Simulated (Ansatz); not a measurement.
Geometry optimisation, RHF/def2-SVP (Ansatz).

input.yaml

```yaml
crystal:
  periodic: [false, false, false]
  atoms:
    - { symbol: Si, position_ang: [-0.394168, -0.899658, 0.844244] }
    - { symbol: "N", position_ang: [0.810372, 0.248283, 1.470961] }
    - { symbol: H, position_ang: [-0.726141, -1.849678, 1.938752] }
    - { symbol: H, position_ang: [0.106098, -1.739244, -0.263857] }
    - { symbol: C, position_ang: [-1.922027, 0.086657, 0.322235] }
    - { symbol: H, position_ang: [1.573866, 0.382477, -0.7273] }
    - { symbol: As, position_ang: [1.428667, -0.031187, -2.162826] }
    - { symbol: H, position_ang: [0.810571, 1.215983, 1.222398] }
    - { symbol: H, position_ang: [1.681645, -0.037887, 1.87002] }
    - { symbol: H, position_ang: [-2.078938, 0.091061, -0.7581] }
    - { symbol: H, position_ang: [-2.813757, -0.342557, 0.785435] }
    - { symbol: H, position_ang: [-1.846319, 1.122994, 0.657183] }
    - { symbol: H, position_ang: [0.630126, 1.189015, -2.575087] }
    - { symbol: H, position_ang: [2.740007, 0.563741, -2.624057] }
basis:
  gaussian: { orbitals: def2-SVP }
hamiltonian:
  xc: hf
relax:
  f_tol: 0.03
  max_steps: 50
```

Launched with:

```bash
$ ansatz run input.yaml --threads 2 --pin off --max-ram 3072MiB --backend cpu --events-out ev --progress --plain --runs-dir out
```

Question: Where does it end, and by what steps?

Answer: The run converged. The force dipped under the threshold on the way, but the program's further checks kept it going. After 36 steps the energy has fallen by 0.446 eV; H12 moved furthest, 1.59 Å.

| step | energy less start (eV) | largest force component (eV/Å) | accepted |
| --- | --- | --- | --- |
| 0 | 0.0000 | 1.021 | yes |
| 2 | -0.3115 | 0.280 | yes |
| 4 | -0.3875 | 0.219 | yes |
| 6 | -0.4266 | 0.185 | yes |
| 8 | -0.4325 | 0.133 | yes |
| 10 | -0.4366 | 0.034 | yes |
| 12 | -0.4370 | 0.012 | yes |
| 14 | -0.4382 | 0.062 | yes |
| 16 | -0.4398 | 0.096 | yes |
| 18 | -0.4411 | 0.056 | yes |
| 20 | -0.4420 | 0.072 | yes |
| 22 | -0.4428 | 0.113 | yes |
| 24 | -0.4438 | 0.044 | yes |
| 26 | -0.4445 | 0.050 | yes |
| 28 | -0.4450 | 0.063 | yes |
| 30 | -0.4455 | 0.068 | yes |
| 32 | -0.4459 | 0.019 | yes |
| 34 | -0.4463 | 0.038 | yes |
| 36 | -0.4465 | 0.019 | yes |

```xyz
14
Properties=species:S:1:pos:R:3
Si -0.714 -0.839 1.032
N 0.559 0.297 1.312
H -0.646 -1.850 2.117
H -0.593 -1.583 -0.255
C -2.367 0.057 1.032
H 2.204 0.119 -1.476
As 2.822 0.065 -2.852
H 0.620 1.153 0.795
H 1.463 0.000 1.622
H -2.410 0.800 0.231
H -3.191 -0.644 0.876
H -2.530 0.574 1.981
H 1.526 0.340 -3.573
H 3.259 1.511 -2.841
```

Whether the end is a true minimum wasn't checked by a vibrational analysis.

Time of the run: 97 s on 2 threads of Arm Neoverse V1, on a shared host, peak memory 0.31 GiB.
